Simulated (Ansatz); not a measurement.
`C[O][Ga]([NH2])[OH]` + H₂O → `[NH2][Ga]([OH])[OH]` + CH₃OH  (formal hydrolysis of a Ga–O bond)

Program: Ansatz. Geometries: PBE0-D4/def2-TZVP. ΔE: electronic, gas phase. CCSD(T)/CBS is the MP2 limit (def2-TZVPP, def2-QZVPP) plus CCSD(T) − MP2 in def2-TZVPP, frozen cores. This one scheme is used for every species. DFT in def2-TZVPP. B3LYP here is the variant with VWN-RPA as its local correlation; programs differ in this. HSE06 is defined as in plane-wave codes. For Ga outer-core shells are correlated without core-valence functions, which leaves a few kJ/mol of doubt a bond. Scalar relativity is left out up to krypton. Each species was taken in one conformer, which may not be the lowest.

| level | ΔE (kJ/mol) | difference from CCSD(T)/CBS |
| --- | --- | --- |
| revPBE-D4 | -4.1 | -1.1 |
| B97M-V | -6.1 | -3.1 |
| PBE0-D4 | -5.6 | -2.6 |
| B3LYP-D4 | -4.1 | -1.1 |
| r2SCANh-D4 | -5.9 | -2.9 |
| HSE06-D4 | -5.7 | -2.7 |
| PBE0 | -8.6 | -5.6 |
| B3LYP | -9.3 | -6.3 |
| CAM-B3LYP | -8.6 | -5.6 |
| RPA@PBE/def2-TZVPP | -3.5 | -0.5 |
| MP2/def2-SVP | -5.0 | -2.0 |
| CCSD(T)/def2-SVP | -4.5 | -1.5 |
| SCS-MP2/def2-TZVPP | -4.7 | -1.7 |
| CCSD/def2-TZVPP | -4.7 | -1.7 |
| HF/def2-QZVPP | -10.1 | -7.1 |
| MP2/CBS(def2) | -2.5 | 0.5 |
| CCSD(T)/CBS | -3.0 | 0 |

Largest T1 diagnostic among the species: 0.013.

In def2-TZVPP, CCSD(T) changes the Hartree–Fock value by +6.7 kJ/mol (the triples alone add +1.1 kJ/mol) and MP2 by +7.2 kJ/mol. Leaving LDA and LC-ωPBE aside and taking each functional with its dispersion term where it has one, the values, not all of them listed here, spread over 3.4 kJ/mol, from B2PLYP to BLYP-D4. LDA lies +3.6 kJ/mol from PBE without D4.

CCSD(T)/CBS has its own doubt, a few kJ/mol and more with outer-core shells, so smaller differences from it don't rank the levels.
